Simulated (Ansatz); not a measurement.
Input file for Ansatz (a quantum-chemistry and plane-wave program): R-r2SCAN/def2-TZVPP on BFH4N2 (SMILES NB(N)F), a point of a torsion scan.

Ansatz 0.2 input:
```yaml
crystal:
  periodic: [false, false, false]
  atoms:
    - {symbol: N, position_ang: [1.18323986, -0.37208436, 0.25829191]}
    - {symbol: B, position_ang: [-0.09805605, 0.17688428, 0.05321432]}
    - {symbol: N, position_ang: [-1.17238216, 0.02439644, 0.93601854]}
    - {symbol: F, position_ang: [-0.30126358, 0.91815723, -1.05567419]}
    - {symbol: H, position_ang: [1.55877579, -0.54511778, 1.17162045]}
    - {symbol: H, position_ang: [1.90385509, -0.16858921, -0.41259218]}
    - {symbol: H, position_ang: [-2.07826593, 0.40409743, 0.73314286]}
    - {symbol: H, position_ang: [-1.13932629, -0.53330488, 1.76749223]}
basis:
  gaussian:
    orbitals: def2-TZVPP
hamiltonian:
  xc: {name: r2SCAN}
scf: {lower_state_search: off}
```

The head of its log:

```
WARN ansatz: RAYON_NUM_THREADS=1 ignored (pool sized by the plan → 1); use --threads N
Functional definition: r2SCAN
these checks for a lower state are left out or cut short: stability, starts, cluster_reference, orbital_swaps, neighbouring_geometries, increment
integrals: 0.07 GiB planned
871 factors; their error is unknown
mean field: 0.63 GiB planned
mean field evaluation 1: about -6428.7077 eV, gradient 8.7e1 eV
mean field evaluation 2: about -6413.5824 eV, gradient 1.2e2 eV
```

### Question
Predict the final total energy.

### Answer
-236.7416 hartree.
